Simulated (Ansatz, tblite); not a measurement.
Cost and result up the ladder for the cluster K2I (the lowest doublet isomer of a short search) (3 atoms). The state is a doublet with charge 0. Geometry: r2SCAN-D4/def2-TZVP.

```xyz
3

K     1.723   -0.085    1.391
K    -1.267   -1.523   -0.992
I    -0.456    1.608   -0.398
```

Ansatz on 4 threads of Arm Neoverse V1 on a shared host; xTB runs through tblite on one thread. Times are rough, summed over both states, and most runs start from the orbitals of an earlier one. CCSD(T)/def2-TZVPP serves as the yardstick here, not as an exact answer. Differences are given only for rows in sets of like size (and for xTB, whose basis is part of the method), since another set adds its own error. The other state is a quartet at its own geometry, which has other bonds, so the gap mixes isomer and spin.

In the def2 sets I takes a core potential, while STO-3G treats all electrons; there is no spin–orbit coupling. The xTB rows come from tblite. Correlated methods freeze 14 core orbitals; core or outer-core shells of K, I are correlated, in sets that lack core-valence functions. HOMO above LUMO, or a gap near zero within one spin, warns that the state may not be the lowest or that an electron is smeared out. In the quartet geometry the species has come apart into loosely held pieces. The structure comes from a short search, and lower isomers may exist.

Run but left out: BLYP-D4/def2-TZVP (quartet: an occupied level 0.01 eV above an empty one).

Correlated methods converge slowly with the basis.

xTB has no spin-polarisation term.

```tsv
level	functions	wall time	quartet − doublet (eV)	difference from CCSD(T)/def2-TZVPP (eV)	remarks
GFN1-xTB	17	0.003 s	6.40	2.41	–
GFN2-xTB	17	0.005 s	4.95	0.96	–
HF/STO-3G	53	0.85 s	3.40	–	–
MP2/def2-TZVP	116	3.2 s	4.15	0.16	–
PBE-D4/def2-TZVP (with forces)	116	6.5 s	3.83	-0.16	gap within one spin near zero (quartet)
RPA@PBE/def2-TZVP	116	8.3 s	3.59	-0.41	–
r2SCAN-D4/def2-TZVP	116	17 s	4.14	0.14	–
r2SCANh-D4/def2-TZVP	116	20 s	4.11	0.12	–
PBE0-D4/def2-TZVP	116	21 s	3.88	-0.12	–
r2SCAN0-D4/def2-TZVP	116	23 s	4.08	0.09	–
CCSD(T)/def2-TZVPP	116	28 s	4.00	0.00	–
B97M-V/def2-TZVP	116	35 s	4.00	0.01	–
ωB97X-V/def2-TZVP	116	39 s	4.32	0.32	–
```
